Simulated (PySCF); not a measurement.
Vertical excitations of a molecule C3H12OSi2 from TDA-PBE/def2-SVPD (PySCF), as energy in eV (oscillator strength): 6.20 (0.001), 6.36 (0.000), 6.37 (0.012), 6.52 (0.042), 6.72 (0.001), 6.90 (0.020). Lowest triplet (TDA): 5.98 eV. Coordinates come from a B3LYP-D3(BJ)/def2-SVP optimisation. The values are those of a single conformer.

Question: Identify the compound among the candidates.
A) C[SiH2]CO[SiH2]C
B) [SiH3]CCCO[SiH3]
C) CO[C@@H](C)[SiH2][SiH3]
D) C[SiH](C)OC[SiH3]

Answer: A, C[SiH2]CO[SiH2]C
